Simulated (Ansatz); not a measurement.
The first iterations of a band of AlH9N2OSi (14 atoms, charge 0, multiplicity 1).

These are results of RKS B3LYP/def2-SVP in Ansatz, not measurements.

- movable images: 5
- climbing image: yes
- spring: 5.0 eV/Å²
- optimiser: quadratic models (default)
- start path: through a guess of the saddle point
- force threshold: 0.03 eV/Å
- iteration limit: 60
- end points: relaxed

First end point:

```xyz
14
Properties=species:S:1:pos:R:3
Al -0.125 0.416 0.161
O -0.613 0.030 1.794
Si -1.242 -0.829 3.037
H -2.368 -1.716 2.606
H -0.208 -1.694 3.691
H -1.775 0.093 4.092
N 1.556 -0.045 -0.325
H 1.751 -0.438 -1.243
H 2.245 -0.408 0.329
H -1.233 0.393 -0.986
N 0.096 2.445 0.507
H 1.062 2.690 0.272
H -0.527 3.036 -0.047
H -0.060 2.653 1.497
```

Last end point:

```xyz
14
Properties=species:S:1:pos:R:3
Al -0.151 0.441 0.169
O -0.619 0.064 1.811
Si -1.237 -0.830 3.037
H -2.117 -1.939 2.552
H -0.150 -1.445 3.865
H -2.056 0.029 3.953
N 1.497 -0.085 -0.359
H 1.656 -0.473 -1.286
H 2.193 -0.473 0.273
H -1.282 0.471 -0.954
N 0.150 2.458 0.529
H 1.121 2.672 0.286
H -0.458 3.075 -0.013
H 0.010 2.661 1.522
```

| iteration | highest image above the first end (eV) | largest band force component (eV/Å) |
| --- | --- | --- |
| 1 | 8.519 | 39.284 |
| 2 | 2.536 | 3.459 |
| 3 | 1.707 | 2.089 |
| 4 | 1.403 | 0.915 |
| 5 | 1.191 | 1.180 |
| 6 | 1.024 | 1.547 |
| 7 | 0.885 | 1.780 |
| 8 | 0.730 | 1.190 |
| 9 | 0.473 | 1.981 |
| 10 | 0.324 | 0.671 |
| 11 | 0.232 | 0.949 |
| 12 | 0.155 | 0.288 |

Task: Does the band converge within its limit, and where does its top end?

Result: The forces met the threshold. It ended after 38 iterations with the highest image 0.003 eV above the first end. The top lies less than 8 meV above the higher end, about what the thresholds resolve: the motion is nearly free. A vibrational analysis at the climbing image gives no mode beyond 40i cm⁻¹: the surface is too flat there to confirm a saddle point.

Run time: 5.8 min on 4 threads of Arm Neoverse V2 (shared host), peak memory 0.3 GiB.
